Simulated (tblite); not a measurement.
A tight-binding relaxation on `[F][GeH2][SiH3]`.

Computed with GFN2-xTB geometry optimisation, gas phase (tblite 0.8.0). Start geometry: from a force field or distance geometry. The command runs a driver script over a list of jobs; the input below is this job's line of settings and its coordinates in Å.

Command:
```bash
OMP_NUM_THREADS=1 python probes_run.py task.json out
```

Input:
```
{"job": {"kind": "relax", "xc": "GFN2-xTB", "basis": "xTB"}, "charge": 0, "multiplicity": 1}
F      1.907800     0.133800     1.411800
Ge     1.121700    -0.051700    -0.162000
Si    -1.160700     0.047500     0.108200
H      1.513200    -1.423200    -0.763500
H      1.591000     1.074700    -1.095000
H     -1.542400     1.354200     0.674400
H     -1.610800    -1.020100     1.002900
H     -1.810600    -0.105700    -1.201400
```

Output:
```
step      E/eV     max force
  0    -298.77755    0.715
  1    -298.80248    0.570
  2    -298.89044    0.754
  3    -298.91566    0.627
  4    -298.95386    0.456
  5    -298.96264    0.351
  6    -298.96869    0.181
  7    -298.97140    0.165
  8    -298.97715    0.195
  9    -298.98228    0.235
... (10 lines left out)
 20    -298.99089    0.089
 21    -298.99128    0.056
 22    -298.99153    0.055
 23    -298.99170    0.040
 24    -298.99185    0.053
 25    -298.99203    0.058
 26    -298.99219    0.045
 27    -298.99228    0.025
 28    -298.99230    0.012
 29    -298.99231    0.005
```

«max force» is the largest atomic force in eV/Å.

Question: From which step on does the largest force stay under 0.1 eV/Å, and how much energy is left to gain from there?

Answer: From step 11 (0.087 eV/Å), 4.6 meV above the end.

Main results: energy lowered by 5.0 kcal/mol over 29 steps; largest atomic force 0.005 eV/Å at the end.

Time: 0.1 s wall. Hardware: Arm Neoverse V1, one thread (shared host).
Labels such as C1 count atoms from 1, the log's own numbers from 0.
